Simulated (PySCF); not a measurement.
# Co¹⁷⁺ (cobalt, charge +17) across methods

[Ne], closed-shell 1S. Computed with PySCF 2.14 in an uncontracted even-tempered set (18 s from 3.4 bohr⁻², ratio 2.2; 11 p from 4.4 bohr⁻², ratio 2.2; 6 d from 23 bohr⁻², ratio 2.4; 5 f from 35 bohr⁻², ratio 2.4; 5 g from 53 bohr⁻², ratio 2.4), with the non-relativistic Hamiltonian (point nucleus).

| method | E (hartree) | mean ε 1s (eV) | mean ε 2s (eV) | mean ε 2p (eV) | Σ⟨r²⟩ (bohr²) | ⟨S²⟩ |
| --- | --- | --- | --- | --- | --- | --- |
| r2SCANh | -1237.305 | -8169.1 | -1474.3 | -1359.7 | 0.5179 | 0.000 |
| PBE | -1236.912 | -8128.6 | -1459.5 | -1349.2 | 0.5191 | 0.000 |
| UHF | -1236.89523 | -8314.1 | -1523.4 | -1400.1 | 0.5174 | 0.000 |
| PBE0 | -1237.014 | -8175.1 | -1475.9 | -1362.4 | 0.5186 | 0.000 |
| TPSSh | -1237.292 | -8160.4 | -1469.0 | -1355.5 | 0.5187 | 0.000 |
| LDA | -1234.528 | -8112.3 | -1456.9 | -1348.3 | 0.5199 | 0.000 |

(1) Estimate the same row for r2SCAN.

## Answers

(1) E (hartree) = -1237.304; mean ε 1s (eV) = -8152.9; mean ε 2s (eV) = -1468.8; mean ε 2p (eV) = -1355.0; Σ⟨r²⟩ (bohr²) = 0.5179; ⟨S²⟩ = 0.000.
